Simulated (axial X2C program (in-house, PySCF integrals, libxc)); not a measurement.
# Potential curves of SiBi, with spin–orbit coupling

Computed with an in-house relativistic program for diatomic molecules. Two-component (2c) means X2C with spin–orbit coupling and atomic mean-field two-electron Coulomb and Gaunt terms. Basis: Bi dyall-cv3z [12s14p10d6f1g], Si dyall-v3z [8s7p2d1f] (cores contracted in-house); Gaussian nuclei, density fitting, unrestricted open shells. Masses: Bi 208.980 u, Si 27.977 u.

State: Ω = 3/2 (⟨Sz⟩ = 0.54, ⟨Lz⟩ = 0.96 at PBE0). Energies in eV from the fragments at the same level (Bi + Si). Fits are polynomials in 1 − R0/R over 0.85 to 1.23 times the lowest point R0.

```csv
R (Å),PBE0
2.1620,-1.5672
2.2613,-2.0848
2.3359,-2.3025
2.4104,-2.4105
2.4850,-2.4356
2.5720,-2.3886
2.6589,-2.2842
2.7708,-2.0982
2.9074,-1.8320
```

The state is a single determinant with fixed occupations, the lowest that a limited PBE0 search found. De is counted from the lowest determinant-based energies of the atoms at the same level, without counterpoise correction. Density functionals use the spin component along the axis (collinear). In 2c an atomic determinant is not the ground J level, so De misses part of the atomic spin–orbit lowering. This holds for PBE0. Other states lie close and PBE0, whose exact exchange favours high spin, may order them wrongly; the determinant shown need not be the ground state. The nearest other 2c determinant of the search, Ω = 1/2, lies 0.24 eV up at the distance of the search. Without a current term, density functionals place determinants with orbital angular momentum somewhat too high. The determinant is spin-polarised beyond a pure state at some levels (its spin-free form has ⟨S²⟩ too high), which makes Re and μ there less reliable.

(1) Fit the PBE0 curve near its minimum: give the equilibrium distance, the harmonic wavenumber and the well depth.

Answers

(1) At PBE0, 2c: Re = 2.474 Å, ωe ≈ 356 cm⁻¹, De = 2.44 eV to Bi + Si; Be follows as 0.112 cm⁻¹.
